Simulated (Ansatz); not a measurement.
`CN[SiH2][GaH2]` + CH₃NH₂ → `C[NH][GaH2]` + `CN[SiH3]` at 298.15 K and 1 bar (cleavage of the Ga–Si bond).

Calculated with Ansatz (gas phase, PBE0-D4/def2-TZVP geometries, no zero-point term in ΔE). CCSD(T)/CBS is the MP2 limit (def2-TZVPP, def2-QZVPP) plus CCSD(T) − MP2 in def2-TZVPP, frozen cores. For Ga outer-core shells are correlated without core-valence functions, which leaves a few kJ/mol of doubt a bond. Scalar relativity is left out up to krypton. One conformer a species, not always the lowest.

```json
{"species": "`CN[SiH2][GaH2]`", "CCSD(T)/CBS energy (Eh)": "-2310.57822", "H − E (kJ/mol)": "245.7", "S (J/(mol·K))": "373.9"}
{"species": "CH₃NH₂", "CCSD(T)/CBS energy (Eh)": "-95.75281", "H − E (kJ/mol)": "180.0", "S (J/(mol·K))": "240.4"}
{"species": "`C[NH][GaH2]`", "CCSD(T)/CBS energy (Eh)": "-2020.30020", "H − E (kJ/mol)": "194.0", "S (J/(mol·K))": "303.2"}
{"species": "`CN[SiH3]`", "CCSD(T)/CBS energy (Eh)": "-386.04948", "H − E (kJ/mol)": "224.3", "S (J/(mol·K))": "300.3"}
```

H − E and S are ideal-gas, rigid-rotor, harmonic terms from PBE0-D4/def2-TZVP, for one conformer and one mirror image of each species. 1 Eh = 2625.50 kJ/mol, R = 8.31446 J/(mol·K).

Question: By hand: ΔE, ΔH, ΔS and ΔG.

Answer: ΔE = (-2020.30020) + (-386.04948) − (-2310.57822) − (-95.75281) = -0.01865 Eh = -49.0 kJ/mol. Δ(H − E) = 194.0 + 224.3 − 245.7 − 180.0 = -7.4, so ΔH = -56.4 kJ/mol. ΔS = 303.2 + 300.3 − 373.9 − 240.4 = -10.8 J/(mol·K). ΔG = -56.4 − 298.15 × (-10.8)/1000 = -53.2 kJ/mol.

Question: By hand: the equilibrium constant, and the temperature at which ΔG would vanish if ΔH and ΔS stayed fixed.

Answer: log₁₀ K = −ΔG/(RT ln 10) = 9.3. ΔG = 0 at ΔH/ΔS = 5222 K, far beyond where these terms or the molecules hold.

The number of gas molecules stays the same, so ΔS is small and ΔH decides. A doubt of 5 kJ/mol in ΔE shifts log₁₀ K by 0.9 here. Other conformers and mirror images would add mixing entropy, several J/(mol·K) or more a flexible species. These are equilibria of isolated gas molecules and say nothing of rates. Largest T1 diagnostic: 0.015 (customary marks: 0.02 for closed shells, 0.045 for open ones).
